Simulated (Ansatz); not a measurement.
An input meant for Cu₂O (charge 0, singlet; atoms displaced at random, 0.08 Å in each coordinate; with a point charge).

```yaml
crystal:
  periodic: [false, false, false]
  atoms:
    - {symbol: Cu, position_ang: [-0.033123, -1.274607, 0.014075]}
    - {symbol: Cu, position_ang: [-0.680276, 1.100847, -0.009531]}
    - {symbol: O, position_ang: [0.857150, 0.131028, 0.119913]}
basis:
  gaussian: {orbitals: "6-31G*", fitting: {mean_field: cc-pVTZ-jkfit}, point_charges: [{charge: 0.50, position_ang: [3.744, -0.070, -0.585]}]}
hamiltonian: {xc: {name: PBE0-DH}}
scf: {omitted_lower_state_checks: [starts]}
output: {forces: true}
```

```sh
$ ansatz run in.yaml --threads 2 --pin off --events-out ev --progress --plain --max-ram 4352MiB
```

Task: Predict how Ansatz answers.

Result: The input was rejected before any iteration.
```
Functional definition: PBE0-DH
Error: [file] the basis set cc-pVTZ-JKFIT has no functions for Cu
```
